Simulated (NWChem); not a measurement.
# CH₄FNTi; SMILES [Ti](=[NH])([CH3])[F]

Results from NWChem. The geometry was optimised at PBE0/def2-SVP. Level r2SCAN/def2-SVP: energy and gradient on several grids; changes count from the extra-fine grid, which is no exact limit either.

```csv
grid,size of the energy change (μHa),largest change of a gradient component (μHa/bohr),"time, medium = 1 (rough)"
xcoarse,7000,8000,about 1
coarse,1000,800,about 1
medium,200,300,about 1
fine,20,60,about 1
xfine,< 10,< 30,2
```
